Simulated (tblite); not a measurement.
Compound: C6H11FGeO2.
SMILES with atom numbers: `[CH3:1][Ge@@H:2]1[C@@H:3]([CH2:4][F:5])[CH2:6][C@H:7]1[O:8][CH:9]=[O:10]` (hydrogens: H11, H12, H13 on C1; H14 on Ge2; H15 on C3; H16, H17 on C4; H18, H19 on C6; H20 on C7; H21 on C9)

Computed with GFN2-xTB (tblite), gas phase: L-BFGS steps from a force-field or distance-geometry start until the largest atomic force falls under 0.01 eV/Å.

Step 138: E = -904.0589 eV
```
atom  x, y, z in Å  |  force x, y, z in eV/Å
C1     -1.1839   -2.2582    0.9693   -0.002  -0.004  -0.006
Ge2    -0.1749   -0.5750    0.7056    0.014   0.002  -0.026
C3     -1.0104    0.9716   -0.3242    0.001  -0.010  -0.002
C4     -1.3666    2.2485    0.3912   -0.001   0.011   0.002
F5     -1.8909    3.1808   -0.4830   -0.001   0.005   0.002
C6      0.2304    1.0611   -1.2337   -0.008  -0.015   0.000
C7      0.8538   -0.3214   -1.0216    0.003  -0.012   0.011
O8      2.2785   -0.3064   -0.9441   -0.013   0.047  -0.015
C9      2.7896   -1.0427    0.0004    0.022  -0.063   0.003
O10     2.1807   -1.7485    0.7655    0.009   0.018   0.023
H11    -1.7523   -2.4857    0.0725   -0.007  -0.004  -0.012
H12    -0.4874   -3.0666    1.1626    0.018  -0.011   0.017
H13    -1.8689   -2.1726    1.8063    0.007   0.016   0.003
H14     0.4964   -0.0537    1.9639   -0.006   0.000  -0.005
H15    -1.8748    0.6465   -0.9063   -0.010  -0.002   0.003
H16    -0.4856    2.7149    0.8442   -0.004   0.010   0.025
H17    -2.1316    2.0782    1.1556   -0.022   0.008  -0.003
H18     0.9219    1.8156   -0.8557   -0.012   0.014  -0.002
H19     0.0014    1.2935   -2.2726    0.023   0.004  -0.014
H20     0.5797   -1.0223   -1.8147   -0.009   0.003   0.003
H21     3.8858   -0.9405    0.0186   -0.003  -0.018  -0.007
```

Step 139: E = -904.0592 eV
```
atom  x, y, z in Å  |  force x, y, z in eV/Å
C1     -1.1842   -2.2590    0.9702    0.013  -0.002  -0.008
Ge2    -0.1733   -0.5758    0.7064    0.006   0.009  -0.031
C3     -1.0087    0.9723   -0.3236   -0.010  -0.009   0.000
C4     -1.3688    2.2490    0.3906   -0.012   0.003   0.004
F5     -1.8940    3.1794   -0.4851    0.004   0.009  -0.002
C6      0.2329    1.0633   -1.2317   -0.007  -0.024  -0.001
C7      0.8545   -0.3199   -1.0221    0.001  -0.025   0.027
O8      2.2791   -0.3075   -0.9465   -0.006   0.033  -0.004
C9      2.7902   -1.0447   -0.0020    0.013  -0.059  -0.007
O10     2.1811   -1.7490    0.7642    0.014   0.024   0.017
H11    -1.7522   -2.4875    0.0731    0.000  -0.001  -0.002
H12    -0.4886   -3.0679    1.1666    0.013  -0.002   0.008
H13    -1.8690   -2.1712    1.8069   -0.002   0.017   0.005
H14     0.4965   -0.0534    1.9658   -0.008  -0.004  -0.011
H15    -1.8713    0.6457   -0.9084   -0.005   0.002   0.014
H16    -0.4904    2.7178    0.8461   -0.003   0.008   0.020
H17    -2.1361    2.0781    1.1530   -0.014   0.002  -0.005
H18     0.9248    1.8171   -0.8536   -0.009   0.016   0.008
H19     0.0050    1.2963   -2.2705    0.015   0.010  -0.027
H20     0.5766   -1.0215   -1.8136   -0.002   0.012   0.000
H21     3.8867   -0.9445    0.0140   -0.003  -0.019  -0.004
```

Step 140: E = -904.0595 eV
```
atom  x, y, z in Å  |  force x, y, z in eV/Å
C1     -1.1847   -2.2593    0.9714    0.026   0.001  -0.011
Ge2    -0.1717   -0.5761    0.7070   -0.003   0.011  -0.020
C3     -1.0067    0.9730   -0.3232   -0.021  -0.005   0.002
C4     -1.3720    2.2495    0.3898   -0.019  -0.002   0.007
F5     -1.8980    3.1779   -0.4878    0.010   0.008  -0.004
C6      0.2355    1.0652   -1.2295   -0.003  -0.023  -0.003
C7      0.8560   -0.3185   -1.0209   -0.003  -0.025   0.030
O8      2.2802   -0.3072   -0.9475   -0.002   0.018  -0.008
C9      2.7923   -1.0477   -0.0059    0.003  -0.051  -0.008
O10     2.1832   -1.7516    0.7607    0.019   0.021   0.016
H11    -1.7523   -2.4885    0.0738    0.008  -0.002   0.007
H12    -0.4904   -3.0689    1.1718    0.005   0.009  -0.002
H13    -1.8699   -2.1681    1.8073   -0.007   0.018   0.005
H14     0.4957   -0.0536    1.9682   -0.007  -0.008  -0.017
H15    -1.8677    0.6450   -0.9101   -0.003   0.002   0.019
H16    -0.4969    2.7217    0.8484   -0.005   0.002   0.013
H17    -2.1418    2.0765    1.1493   -0.008   0.001  -0.004
H18     0.9275    1.8184   -0.8510   -0.007   0.016   0.018
H19     0.0097    1.2995   -2.2681    0.007   0.010  -0.035
H20     0.5740   -1.0205   -1.8108    0.009   0.017  -0.004
H21     3.8889   -0.9497    0.0068    0.000  -0.020   0.000
```

Question: Estimate the geometry and energy of step 141. (The exact step hangs on the optimiser's Hessian estimate; all steps are aligned on step 140, rigid shifts and turns removed.)

Answer: E = -904.0598 eV, largest force 0.037 eV/Å
```
atom  x, y, z in Å  |  force x, y, z in eV/Å
C1     -1.1842   -2.2594    0.9729    0.026   0.008  -0.010
Ge2    -0.1704   -0.5760    0.7071   -0.013   0.010  -0.001
C3     -1.0056    0.9735   -0.3231   -0.019   0.002   0.005
C4     -1.3751    2.2497    0.3886   -0.021  -0.004   0.011
F5     -1.9011    3.1769   -0.4904    0.014   0.004  -0.003
C6      0.2379    1.0667   -1.2274    0.002  -0.011  -0.006
C7      0.8567   -0.3177   -1.0197   -0.003  -0.012   0.019
O8      2.2809   -0.3074   -0.9494    0.006  -0.017   0.008
C9      2.7939   -1.0510   -0.0096   -0.012  -0.032  -0.013
O10     2.1848   -1.7534    0.7585    0.024   0.025   0.004
H11    -1.7511   -2.4891    0.0748    0.015  -0.007   0.013
H12    -0.4908   -3.0693    1.1770   -0.002   0.017  -0.010
H13    -1.8707   -2.1652    1.8074   -0.004   0.016   0.002
H14     0.4948   -0.0534    1.9696   -0.004  -0.009  -0.020
H15    -1.8645    0.6445   -0.9119   -0.010  -0.001   0.016
H16    -0.5031    2.7248    0.8508   -0.008  -0.006   0.006
H17    -2.1473    2.0742    1.1455   -0.005   0.004  -0.004
H18     0.9299    1.8191   -0.8468   -0.007   0.012   0.024
H19     0.0153    1.3041   -2.2660    0.001   0.003  -0.033
H20     0.5700   -1.0192   -1.8083    0.021   0.017  -0.008
H21     3.8906   -0.9554    0.0002    0.001  -0.020   0.000
```

The energy changes by -0.0003 eV. The first-order estimate −F·Δx gives -0.0004 eV and the mean of the old and new forces, exact on a quadratic surface, -0.0003 eV. The step makes an angle of 80° with the force vector and moves no atom by more than 0.009 Å.

What follows is the cost of the whole relaxation. Time: 2.7 s. Hardware: one thread of an Arm Neoverse N1, no GPU, shared host.
